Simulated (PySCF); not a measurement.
Computed with PySCF and rigid-rotor harmonic-oscillator thermochemistry at 1 bar. 'Table' is the NASA 1993 thermochemical table (part measured, part estimated). S°(298 K) at PBE0/def2-TZVP differs from the NASA 1993 table for HgBr2 (-8 J/mol/K); whether the harmonic model or the table's entry is off was not settled. All species are closed-shell singlets. Hg: scalar-relativistic def2 core potential, no spin-orbit coupling. Br: all electrons, no relativistic terms. The harmonic model lacks anharmonicity and excited electronic states, which grow with temperature; levels with a mode under 35 cm⁻¹ are left out. Soft modes under 120 cm⁻¹ make the harmonic entropy rough for HgBr2. The table's entry may be an old estimate for HgBr2 (not checked at source).

Harmonic frequencies at PBE0/def2-TZVP (cm⁻¹): 66, 66, 218, 289. Point group D∞h; S°(298 K) = 312.6 J/mol/K at this level.

Problem. Work out Cp and S° of gaseous HgBr2 at 500, 800, 1200, 1600, 2000 K from these, and set them beside the table.

Solution. 
| T (K) | Cp PBE0/def2-TZVP | Cp table | S° PBE0/def2-TZVP | S° table |
|---|---|---|---|---|
| 500 | 61.6 | 61.6 | 344.1 | 351.8 |
| 800 | 62.0 | 62.0 | 373.2 | 380.9 |
| 1200 | 62.2 | 62.2 | 398.4 | 406.0 |
| 1600 | 62.3 | 62.3 | 416.3 | 423.9 |
| 2000 | 62.3 | 62.3 | 430.2 | 437.9 |
Units J/mol/K.
